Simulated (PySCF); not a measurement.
C5H16BN.
Geometry (PBE0-D3(BJ)/def2-SVP, Å), atoms numbered from 1 in this order:
```xyz
23
C5H16BN angstrom
C      1.574    1.626    0.623
C      1.135    0.728   -0.525
C      0.219   -0.460   -0.167
C     -0.077   -1.217   -1.466
C      0.943   -1.412    0.787
B     -1.170   -0.011    0.559
N     -1.916    1.092   -0.388
H      2.180    1.073    1.357
H      0.716    2.040    1.175
H      2.187    2.466    0.260
H      0.639    1.351   -1.298
H      2.036    0.340   -1.038
H     -0.583   -0.582   -2.219
H     -0.726   -2.088   -1.281
H      0.847   -1.580   -1.951
H      0.326   -2.301    0.990
H      1.904   -1.762    0.366
H      1.152   -0.939    1.758
H     -1.024    0.558    1.637
H     -1.972   -0.938    0.646
H     -2.818    1.356    0.006
H     -2.076    0.720   -1.326
H     -1.351    1.937   -0.484
```

Linear response at CAM-B3LYP/def2-SVPD (PySCF, frozen core in the response, non-relativistic). One conformer (not necessarily the lowest) at the PBE0-D3(BJ)/def2-SVP geometry, without solvent, vibrations or thermal averaging.

Static isotropic polarisability: 90.02 au (13.34 Å³), principal values 86.2, 91.0, 92.8 au.

**Question.** What is the polarisability at 1064 nm and at the sodium D line?

**Answer.** 90.67 au at 1064 nm (+0.7 %), 92.21 au at 589.3 nm (+2.4 %). The rise at 589.3 nm is 3.35 times that at 1064 nm; a pure ω² law gives 3.26. The lowest singlet lies at 202 nm, shorter than both wavelengths.

**Question.** What is the isotropic C6 coefficient between two such molecules, C6 = (3/π)∫α(iω)² dω?

**Answer.** 3488 au (Eh·bohr⁶) by a ten-point quadrature over imaginary frequencies, which is 2080 eV·Å⁶ or 201 J·nm⁶/mol.

**Question.** Which effective excitation energy ω̄ makes London's formula C6 = (3/4)α²ω̄ exact here?

**Answer.** ω̄ = 4·C6/(3α²) = 0.574 Eh = 15.6 eV. A one-pole form α(ω) = α/(1 − ω²/ω̄²) fitted to the 1064 nm value gives 13.7 eV.

**Question.** How many electrons N does the Slater–Kirkwood formula C6 = (3/4)·√N·α^(3/2) need to give this C6?

**Answer.** N = (4·C6/3)²/α³ = 29.7; the species has 58 electrons in all.

**Question.** The lowest 6 singlets have (eV, f): 6.13, 0.006; 6.51, 0.010; 7.50, 0.015; 7.56, 0.003; 7.67, 0.009; 7.73, 0.058. What share of the static polarisability do they carry in the sum over states α = Σ f/ω²?

**Answer.** 1.37 au, 1.5 % of α; the largest term, 0.71 au, is that of the state at 7.73 eV. Their oscillator strengths add up to 0.10. Higher states carry the rest.

**Question.** How anisotropic is the static polarisability, by Δα² = ½[(α1 − α2)² + (α2 − α3)² + (α3 − α1)²]?

**Answer.** Δα = 5.9 au, or 0.07 of the isotropic value.

**Question.** What three-body coefficient follows from the one-pole estimate C9 = (3/4)·α·C6?

**Answer.** 236000 au. This is an estimate from the two numbers above, not a computed integral.

**Question.** What n − 1 at the D line would an ideal gas of it have at 273.15 K and 1 atm (2.6868 × 10¹⁹ cm⁻³), by n − 1 = 2π·N·α′?

**Answer.** 23.07 × 10⁻⁴, a formal value whether or not that pressure can be reached.

**Question.** What does −C6/R⁶ come to at R = 10 Å between centres?

**Answer.** -200 J/mol. This is the leading, orientation-averaged term; C8 and higher terms are left out.

Cost: about 1.7 min of CPU time on one thread; the machine was shared, so the figure is rough. This is the whole response run at CAM-B3LYP/def2-SVPD, SCF included.
